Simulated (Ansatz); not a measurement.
Reactions of `O[Si](F)(F)Br`.

Gas-phase electronic energies from Ansatz, PBE0-D4/def2-TZVP geometries. CCSD(T)/CBS adds triple-zeta CCSD(T) − MP2 to the extrapolated MP2 energy (def2 sets, frozen cores). This one scheme is used for every species, atoms too. For atomizations the MP2-based limit and the directly extrapolated one differ by several kJ/mol either way, and by 10 to 25 for some Ge, Se and Sn compounds, so smaller differences from it don't rank the levels. Functionals use def2-TZVPP. B3LYP here is the variant with VWN-RPA as its local correlation; programs differ in this. Open shells (•) are unrestricted, without spin–orbit coupling. Spin–orbit coupling would lower the free atoms: a little for F, O, Si; clearly for Br. def2 core potentials past Kr. Bonds to Br, In are less sure, by a few kJ/mol each and by 10 to 20 or more in all where they break to atoms, as the def2 sets lack core-valence functions. Scalar relativity is left out up to krypton. One conformer a species, not always the lowest.

```csv
reaction,CCSD(T)/CBS(def2) (eV)
`O[Si](F)(F)Br` + H₂ → `O[SiH](F)F` + HBr,0.68
`O[Si](F)(F)Br` → `FBr` + `O[Si]F`,6.55
`O[Si](F)(F)Br` + `[OH][InH2]` → `F[Si](F)(Br)[O][InH2]` + H₂O,-0.51
`O[Si](F)(F)Br` → Br• + 2 F• + H• + O• + Si•,25.88
`O[Si](F)(F)Br` → `[OH]`• + `F[Si](F)Br`•,?
`O[Si](F)(F)Br` + silanol → `O[Si](F)(F)O[SiH3]` + HBr,-0.50
`O[Si](F)(F)Br` + HBr → `O[Si](F)(Br)Br` + H–F,0.57
`O[Si](F)(F)Br` + H–F → `F[Si](F)(F)Br` + H₂O,?
`O[Si](F)(F)Br` + H₂O → `O[Si](O)(F)F` + HBr,?
`O[Si](F)(F)Br` + H–F → `O[Si](F)(F)F` + HBr,-0.64
```

Problem. Fill in the missing values. (An estimate is asked.)

Solution. Ansatz gave: `O[Si](F)(F)Br` → `[OH]`• + `F[Si](F)Br`•: +6.07 eV; `O[Si](F)(F)Br` + H–F → `F[Si](F)(F)Br` + H₂O: -0.35 eV; `O[Si](F)(F)Br` + H₂O → `O[Si](O)(F)F` + HBr: -0.26 eV.

Largest T1 diagnostic: 0.017, for `[OH][InH2]`.
